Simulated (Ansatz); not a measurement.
Born–Oppenheimer molecular dynamics of a periodic cell of 32 atoms, H2CO (contents 8 H2CO, density as packed 0.82 g/cm³ with natural masses). It goes on from the last frame of an earlier run, with new velocities.

Computed with DFT PBE-D3(BJ), scalar-relativistic, plane waves, PAW in Ansatz. Settings: cutoff 420 eV, k mesh 1x1x1, fermi-dirac smearing 0.02 eV, no spin polarisation.

- ensemble: NVT, Nosé–Hoover chain
- time step: 0.5 fs
- steps asked: 280
- set temperature: 500 K
- thermostat: time constant 200 fs, chain length 1
- masses: H 2.014 u
- seed: 238866

Frames 10 fs apart, positions in Å.

Velocities at 15.0 fs (Å/ps):

```
O -0.74 8.68 4.91
C -7.51 -2.06 0.37
H -6.58 -16.25 -4.37
H -11.88 4.33 26.44
O -9.07 -3.46 -7.17
C -4.69 10.40 1.78
H -13.19 1.25 -1.15
H 11.67 -9.84 -14.12
O 5.09 1.97 -0.05
C -6.27 -0.33 -2.00
H 15.61 4.57 12.46
H 31.79 0.80 11.67
O -2.15 0.47 -0.88
C 11.70 -6.65 2.87
H 6.02 5.10 8.90
H 5.01 -48.19 -13.45
O -6.46 2.88 -1.94
C 1.49 0.23 -7.18
H -18.78 -15.97 13.24
H 17.69 2.43 12.01
O 3.22 -3.79 -4.81
C 8.03 8.81 -6.05
H 4.56 2.55 -1.92
H -12.93 -2.63 -0.32
O -2.54 0.43 -0.23
C 5.56 6.86 8.07
H 12.48 -0.84 -25.89
H -13.57 -9.91 -0.23
O -0.29 -10.75 5.90
C 1.77 3.56 2.84
H 12.03 -3.97 -2.51
H 2.74 -9.20 9.02
```

```xyz
32
Lattice="7.8730 0.0000 0.0000 0.0000 7.8730 0.0000 0.0000 0.0000 7.8730" Properties=species:S:1:pos:R:3 time_fs=15.0 energy_less_start_eV=0.112 T=473
O 1.876 2.510 2.257
C 2.725 2.028 3.001
H 3.587 1.417 2.683
H 2.765 2.285 4.049
O 6.556 7.277 2.174
C 6.274 6.094 1.980
H 5.283 5.784 1.779
H 7.104 5.362 1.901
O 2.598 4.484 6.422
C 2.145 5.253 5.635
H 1.837 6.224 5.808
H 2.147 4.904 4.554
O 0.433 2.494 4.971
C -0.163 1.926 4.068
H -0.924 2.373 3.439
H 0.180 0.880 3.784
O 4.667 1.382 6.544
C 5.383 1.740 7.400
H 6.121 1.075 8.025
H 5.295 2.772 7.787
O 7.168 6.811 6.404
C 6.115 6.520 5.881
H 5.426 5.838 6.401
H 5.776 6.805 4.860
O 7.149 3.293 1.101
C 8.137 2.752 0.700
H 8.889 3.311 0.061
H 8.366 1.660 0.760
O 2.495 7.192 2.411
C 2.867 6.734 1.353
H 3.027 7.390 0.503
H 3.167 5.691 1.325
32
Lattice="7.8730 0.0000 0.0000 0.0000 7.8730 0.0000 0.0000 0.0000 7.8730" Properties=species:S:1:pos:R:3 time_fs=25.0 energy_less_start_eV=0.390 T=404
O 1.887 2.592 2.314
C 2.680 2.030 3.043
H 3.418 1.331 2.616
H 2.617 2.220 4.136
O 6.468 7.302 2.117
C 6.261 6.115 1.958
H 5.158 5.756 1.815
H 7.002 5.360 1.827
O 2.644 4.498 6.453
C 2.142 5.237 5.601
H 1.849 6.341 5.934
H 2.300 4.984 4.501
O 0.413 2.497 4.975
C -0.040 1.810 4.070
H -0.862 2.351 3.520
H 0.118 0.784 3.783
O 4.598 1.392 6.495
C 5.394 1.751 7.406
H 5.888 0.976 7.966
H 5.510 2.776 7.808
O 7.226 6.794 6.350
C 6.145 6.555 5.836
H 5.434 5.896 6.375
H 5.774 6.904 4.832
O 7.131 3.306 1.113
C 8.199 2.792 0.699
H 8.896 3.241 0.027
H 8.209 1.705 0.793
O 2.480 7.099 2.479
C 2.909 6.731 1.397
H 3.103 7.358 0.456
H 3.144 5.646 1.268
32
Lattice="7.8730 0.0000 0.0000 0.0000 7.8730 0.0000 0.0000 0.0000 7.8730" Properties=species:S:1:pos:R:3 time_fs=35.0 energy_less_start_eV=0.292 T=430
O 1.911 2.692 2.378
C 2.648 2.041 3.082
H 3.354 1.296 2.623
H 2.564 2.031 4.263
O 6.390 7.335 2.071
C 6.205 6.151 1.899
H 5.147 5.689 1.945
H 7.018 5.303 1.802
O 2.657 4.524 6.469
C 2.265 5.251 5.605
H 1.655 6.173 5.862
H 2.179 5.115 4.539
O 0.425 2.450 4.995
C -0.021 1.802 4.094
H -0.834 2.145 3.350
H 0.285 0.629 3.919
O 4.584 1.436 6.484
C 5.293 1.703 7.379
H 5.844 0.878 7.926
H 5.645 2.754 7.595
O 7.266 6.792 6.270
C 6.174 6.564 5.822
H 5.359 5.949 6.338
H 5.944 7.079 4.870
O 7.183 3.345 1.122
C 8.118 2.780 0.652
H 8.976 3.337 0.114
H 8.280 1.652 0.822
O 2.474 7.021 2.514
C 2.940 6.676 1.460
H 3.104 7.423 0.645
H 3.092 5.596 1.103
32
Lattice="7.8730 0.0000 0.0000 0.0000 7.8730 0.0000 0.0000 0.0000 7.8730" Properties=species:S:1:pos:R:3 time_fs=45.0 energy_less_start_eV=0.389 T=407
O 1.953 2.806 2.466
C 2.624 2.008 3.128
H 3.402 1.383 2.696
H 2.587 1.944 4.170
O 6.316 7.356 2.014
C 6.148 6.151 1.888
H 5.190 5.715 1.978
H 7.017 5.522 1.701
O 2.708 4.530 6.480
C 2.269 5.316 5.620
H 1.635 6.131 5.864
H 2.334 5.002 4.476
O 0.426 2.412 5.023
C -0.038 1.721 4.107
H -0.683 2.008 3.314
H 0.430 0.793 4.079
O 4.505 1.455 6.418
C 5.292 1.664 7.364
H 5.763 0.873 8.057
H 5.604 2.710 7.477
O 7.322 6.768 6.228
C 6.189 6.623 5.779
H 5.426 6.011 6.257
H 5.882 7.128 4.832
O 7.200 3.400 1.137
C 8.118 2.744 0.609
H 8.922 3.336 0.150
H 8.304 1.674 0.686
O 2.477 6.920 2.567
C 2.924 6.627 1.461
H 3.219 7.485 0.841
H 3.036 5.600 1.133
32
Lattice="7.8730 0.0000 0.0000 0.0000 7.8730 0.0000 0.0000 0.0000 7.8730" Properties=species:S:1:pos:R:3 time_fs=55.0 energy_less_start_eV=0.335 T=422
O 2.018 2.889 2.578
C 2.640 2.018 3.138
H 3.461 1.436 2.602
H 2.503 1.882 4.279
O 6.226 7.393 1.959
C 6.154 6.191 1.881
H 5.064 5.613 2.007
H 6.987 5.563 1.573
O 2.761 4.587 6.465
C 2.248 5.253 5.631
H 1.688 6.267 5.894
H 2.584 5.071 4.621
O 0.360 2.404 5.043
C 0.042 1.641 4.181
H -0.698 2.029 3.341
H 0.447 0.545 4.029
O 4.460 1.431 6.403
C 5.253 1.661 7.263
H 5.516 0.941 8.015
H 5.602 2.666 7.541
O 7.347 6.742 6.187
C 6.236 6.698 5.726
H 5.493 6.030 6.243
H 5.812 7.164 4.794
O 7.230 3.391 1.133
C 8.142 2.809 0.610
H 8.919 3.252 -0.009
H 8.091 1.670 0.545
O 2.477 6.798 2.619
C 2.889 6.628 1.507
H 3.412 7.420 0.829
H 2.943 5.578 1.086
32
Lattice="7.8730 0.0000 0.0000 0.0000 7.8730 0.0000 0.0000 0.0000 7.8730" Properties=species:S:1:pos:R:3 time_fs=65.0 energy_less_start_eV=-0.019 T=512
O 2.078 2.966 2.675
C 2.717 2.061 3.174
H 3.410 1.461 2.573
H 2.517 1.687 4.237
O 6.129 7.436 1.917
C 6.119 6.217 1.840
H 5.274 5.643 2.094
H 6.979 5.528 1.503
O 2.812 4.605 6.525
C 2.304 5.276 5.603
H 1.646 6.140 5.815
H 2.528 5.193 4.516
O 0.296 2.381 5.098
C 0.080 1.581 4.196
H -0.660 1.865 3.457
H 0.391 0.494 4.097
O 4.404 1.389 6.338
C 5.179 1.691 7.247
H 5.428 0.820 7.991
H 5.664 2.731 7.421
O 7.380 6.750 6.126
C 6.239 6.704 5.699
H 5.441 6.087 6.213
H 5.980 7.316 4.806
O 7.257 3.410 1.146
C 8.149 2.811 0.550
H 9.004 3.293 -0.077
H 7.992 1.693 0.488
O 2.466 6.710 2.674
C 2.908 6.572 1.535
H 3.395 7.362 0.977
H 2.739 5.627 0.940
32
Lattice="7.8730 0.0000 0.0000 0.0000 7.8730 0.0000 0.0000 0.0000 7.8730" Properties=species:S:1:pos:R:3 time_fs=75.0 energy_less_start_eV=0.119 T=480
O 2.151 3.045 2.778
C 2.771 2.070 3.198
H 3.492 1.502 2.563
H 2.680 1.650 4.161
O 6.046 7.458 1.869
C 6.111 6.249 1.799
H 5.232 5.599 2.233
H 7.013 5.728 1.436
O 2.838 4.650 6.527
C 2.402 5.305 5.627
H 1.575 5.974 5.811
H 2.499 5.082 4.482
O 0.254 2.314 5.156
C 0.022 1.550 4.235
H -0.640 1.737 3.357
H 0.550 0.599 4.318
O 4.377 1.377 6.287
C 5.069 1.662 7.219
H 5.453 0.985 7.980
H 5.534 2.611 7.195
O 7.401 6.754 6.074
C 6.261 6.726 5.676
H 5.418 6.176 6.094
H 6.015 7.384 4.823
O 7.326 3.444 1.145
C 8.093 2.794 0.471
H 8.949 3.314 0.084
H 8.144 1.715 0.398
O 2.475 6.631 2.702
C 2.870 6.494 1.573
H 3.434 7.392 1.173
H 2.594 5.675 0.904
```

Of the whole run (140 fs, mean temperature of the second half 486 K): The conserved energy stayed within 0.11 meV per atom of its start (net change 0.015 meV per atom), so the integration is sound. A run of 0.14 ps of so small a system gives no equilibrium averages. Limits of this set-up: coarse k mesh.

The run took 8.5 min on 1 thread of Arm Neoverse V2 (shared host), peak memory 0.47 GiB.
